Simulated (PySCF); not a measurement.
Ligands exchanged one at a time, Al CH3-H. Gas-phase values, no solvent. Strings in code marks are SMILES.

Level of theory: TPSSh-D3(BJ)/def2-TZVP // B3LYP-D3(BJ)/def2-TZVP in PySCF 2.14.0. 

```tsv
species	S1 oscillator strength	HOMO–LUMO gap (eV)
0 of 3 CH3 replaced by H (`[CH3][Al]([CH3])[CH3]`)	0.000	6.18
1 of 3 CH3 replaced by H (`[CH3][AlH][CH3]`)	…	5.92
2 of 3 CH3 replaced by H (`[CH3][AlH2]`)	0.001	5.87
3 of 3 CH3 replaced by H	–	6.04
```

**Question.** Fill in the missing entries.

**Answer.** 
- 1 of 3 CH3 replaced by H (`[CH3][AlH][CH3]`), S1 oscillator strength: 0.000
